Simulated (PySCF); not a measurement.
Species: C2H6GaNO3S.
SMILES: `O=S(=O)(O)CC#[N+][GaH3-]`

A linear-response calculation (PySCF, def2-SVPD basis, gas phase, vertical, core orbitals frozen in the response) gave these numbers; the functional is withheld.

Orbital energies (eV): HOMO-3 -12.05, HOMO-2 -11.52, HOMO-1 -8.86, HOMO -8.85, LUMO -0.75, LUMO+1 -0.30, LUMO+2 0.03.

```
state  E (eV)       f              main configurations (H = HOMO, L = LUMO)
   S1    5.56  0.0026                                        H-1/H→L (≥94%)
   S2    5.66   0.088                                        H-1/H→L (≥92%)
   S3    6.14  0.0044                                      H-1/H→L+2 (≥95%)
   S4    6.32   0.154                                      H-1/H→L+2 (≥92%)
   S5    6.72   0.022  H-1/H→L+1 (≥30%), H-1/H→L+7 (≥27%), H-1/H→L+3 (≥23%)
   S6    6.74   0.018  H-1/H→L+7 (≥31%), H-1/H→L+1 (≥31%), H-1/H→L+3 (≥19%)
```

Triplets (Tamm–Dancoff): T1 5.31 eV, H-1/H→L (≥82%); T2 5.47 eV, H-1/H→L (≥90%); T3 5.86 eV, H-1/H→L+2 (≥75%), H-7→L+2 (13%).

Vertical ionisation energy by ΔSCF with the same functional: 9.87 eV. Mean static polarisability: 96.9 au.

Orbitals of the list HOMO-3 to LUMO+2 that lie within 0.01 eV of each other are written together with a slash and their weights summed (≥ marks a lower bound); for degenerate orbitals outside that list single weights are arbitrary.

Problem. Name the functional.
A. PBE
B. CAM-B3LYP
C. HF
D. B3LYP

Solution. B. CAM-B3LYP is range-separated, 19% exact exchange at short range and 65% at long range (ω = 0.33 bohr⁻¹). In this run −ε(HOMO) = 8.85 eV differs from the ΔSCF value by -1.02 eV, and S1 differs from the orbital gap of 8.10 eV by -2.55 eV. The ratio −ε(HOMO)/IP is 0.90. Small neutral molecules mostly give 0.85 to 0.93 with CAM-B3LYP, 0.5 to 0.7 with PBE, 0.67 to 0.83 with B3LYP; with Hartree–Fock the ratio is 1 or more (Koopmans' value less the relaxation energy is the ΔSCF value). The other options: PBE, a GGA without exact exchange; HF, time-dependent Hartree–Fock, 100% exact exchange; B3LYP, a global hybrid with 20% exact exchange.

The calculation used TDDFT CAM-B3LYP/def2-SVPD, vertical, gas phase, core orbitals frozen in the response in PySCF. The structure is a single PBE0-D3(BJ)/def2-SVP conformer in the gas phase; no vibrational or solvent corrections. The CAM-B3LYP/def2-SVPD calculation is non-relativistic and has no spin–orbit coupling, an omission that weighs most on gallium.

The values belong to the conformer `[O:1]=[S:2](=[O:3])([OH:4])[CH2:5][C:6]#[N+:7][GaH3-:8]`: O1–S2–C5–C6 -65°, H–O4–S2–O1 77°.
